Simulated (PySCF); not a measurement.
In(H)(OMe)2, SMILES C[O][InH][O]C (C2H7InO2), PBE0/def2-SVP optimised geometry.

```
12

In     0.63     0.70     0.00
H      2.34     0.70     0.00
O     -0.57    -0.89     0.00
C     -0.17    -2.23     0.00
H      0.93    -2.38     0.02
H     -0.58    -2.76     0.87
H     -0.54    -2.75    -0.91
O     -0.53     2.32     0.00
C     -1.92     2.25     0.00
H     -2.32     1.22     0.01
H     -2.33     2.76     0.89
H     -2.34     2.76    -0.89
```

Density from PBE0/def2-TZVP, def2 effective core potentials past Kr (PySCF) at that geometry. The core electrons that the potentials of In replace are not part of the density.

Minimum of the electron density along straight lines between bonded atoms, close to the bond critical point (lines longer than 1.1 times the sum of covalent radii, or with two minima, are not listed):

```csv
bond,length / Å,ρ at the minimum / e bohr⁻³,∇²ρ there / e bohr⁻⁵,position (fraction from the first atom)
In1–H2,1.701,0.110,?,0.64
In1–O3,1.998,0.110,0.49,0.52
O3–C4,1.391,0.274,-0.62,0.65
C4–H5,1.110,0.271,-0.91,0.64
C4–H6,1.107,0.274,-0.94,0.64
C4–H7,1.108,0.274,-0.94,0.64
In1–O8,1.986,0.114,0.50,0.52
O8–C9,1.399,0.268,-0.60,0.65
C9–H10,1.106,0.276,-0.95,0.65
C9–H11,1.107,0.274,-0.94,0.64
C9–H12,1.107,0.274,-0.94,0.64
```

### Question
What belongs in the gaps?

### Answer

- In1–H2, ∇²ρ there / e bohr⁻⁵: 0.10
